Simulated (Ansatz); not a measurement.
K₆⁻, relaxed as a doublet with UKS r2SCAN/def2-SVPD in Ansatz, starting from the GFN2-xTB geometry. Force threshold 0.02 eV/Å.

The charge -1 doublet is spin-contaminated (final ⟨S²⟩ up to 1.47, 0.75 for a pure state). The relaxation made no stability test and no search for a lower SCF solution. Another isomer (doublet) lies 0.03 eV lower at PBE0/def2-TZVPD; other spin states weren't run for this one.

Start:

```xyz
6

K     2.726    3.264   -0.554
K     3.510   -2.119    0.463
K     0.028   -1.972    1.295
K    -2.869    2.170    2.851
K    -1.261   -3.386   -3.318
K    -2.133    2.043   -0.737
```

Problem. Estimate the energy that the relaxation releases and the steps that it takes.

Solution. 19.9 kcal/mol, in 19 steps; 4.6 min on 4 threads of AMD EPYC 7B13 on a shared host. The force fell under the threshold at step 16, but the optimiser went on and released 0.007 eV more. No frequencies were taken in this run, so the end may be a saddle point.

Problem. Does the start keep its bonding?

Solution. Bonds formed: K1–K2, K1–K3, K1–K4, K2–K5, K2–K6, K3–K4, K5–K6 (atoms count from 1). Metal–metal contacts that move far: K3–K5 4.99 to 4.49 Å.

Problem. Predict the relaxed structure.

Solution. 
```xyz
6

K     2.129    2.278    1.394
K     2.921   -1.043   -1.436
K    -0.339   -1.614    1.803
K    -2.473    2.310    2.346
K    -1.167   -3.199   -2.315
K    -1.070    1.268   -1.792
```
Bond lengths (bridged metal pairs left out): 12 × K–K 4.44 to 4.70 Å.
